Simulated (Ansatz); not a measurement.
Single points on the cluster Al2SiO5.

```yaml
crystal:
  periodic: [false, false, false]
  atoms:
    - {symbol: Al, position_ang: [-0.102038, -0.060147, 0.092362]}
    - {symbol: Al, position_ang: [2.212858, 1.300903, -1.964623]}
    - {symbol: Si, position_ang: [-1.752668, -1.030380, 1.555558]}
    - {symbol: O, position_ang: [-0.802658, 0.372149, 1.655843]}
    - {symbol: O, position_ang: [-1.121114, -1.503082, 0.053190]}
    - {symbol: O, position_ang: [-2.806069, -1.649740, 2.489697]}
    - {symbol: O, position_ang: [3.319521, 1.952193, -2.951625]}
    - {symbol: O, position_ang: [1.052168, 0.618104, -0.930401]}
basis:
  gaussian: {orbitals: def2-TZVP, initial_orbitals: start.molden}
magnetization: {spin_polarized: true, initial_magnetization: 2}
hamiltonian: {xc: pbe, dispersion: d4}
scf: {omitted_lower_state_checks: [starts]}
output: {orbitals: {seedname: orbitals}}
```

The file start.molden holds the orbitals of an earlier run on this structure, at another level or in another basis.

```sh
$ ansatz run in.yaml --threads 4 --pin off --events-out ev --progress --plain --max-ram 4787MiB
```

It prints (some lines left out):

```
Functional definition: PBE
1525 factors; their error is unknown
mean field evaluation 1: about -31294.4695 eV, gradient 1.1e1 eV
mean field evaluation 2: about -31294.7085 eV, gradient 3.4e-1 eV
mean field evaluation 4: about -31294.7564 eV, gradient 1.5e0 eV
mean field evaluation 8: about -31294.8055 eV, gradient 6.7e-4 eV
mean field evaluation 16: about -31294.8055 eV, gradient 1.0e-4 eV
mean field -31294.80552221 eV, -1150.0628905603 hartree, gradient 2.2e-6 eV, S^2 2.004037; 0 other end points of the search recorded, 0 dependent functions left out
reference -31294.80557542 eV, -1150.0628925156 hartree; 41, 39 occupied and 225, 227 virtual orbitals, 1525 factors
Total energy: -31295.06203343 eV, -1150.0723171736 hartree
Checks for a lower state left out: starts
```

Run time 18 s (4 threads of Arm Neoverse V1 on a shared host), peak host memory 0.84 GiB.

As the first input, with `gaussian: {orbitals: def2-TZVP}`, `hamiltonian: {xc: pbe0, dispersion: d4}` (abridged; 59 s):

```
Functional definition: PBE0
mean field evaluation 16: about -31296.0136 eV, gradient 2.4e-2 eV
mean field evaluation 32: about -31296.0139 eV, gradient 6.3e-3 eV
mean field -31296.01394461 eV, -1150.1072992641 hartree, gradient 9.1e-6 eV, S^2 2.003992
Total energy: -31296.23362618 eV, -1150.1153724129 hartree
Checks for a lower state left out: starts
```

First input, but with `hamiltonian: {xc: r2scan, dispersion: d4}` (abridged; 45 s):

```
Functional definition: r2SCAN
mean field evaluation 16: about -31309.8165 eV, gradient 1.2e-4 eV
mean field -31309.81654934 eV, -1150.6145356325 hartree, gradient 9.6e-6 eV, S^2 2.007014
Total energy: -31309.87819736 eV, -1150.6168011554 hartree
Checks for a lower state left out: starts
```

Geometry: PBE-D4/def2-SVP, that of the neutral singlet.

At PBE-D4/def2-TZVP, r2SCAN-D4/def2-TZVP the gap within one spin of the charge 0 triplet nearly closes, so an electron or hole may be smeared out by delocalisation error. At PBE0-D4/def2-TZVP a singlet of charge 0 lies 2.50 eV below the triplet at the same geometry. The structure comes from a short search, and lower isomers may exist.
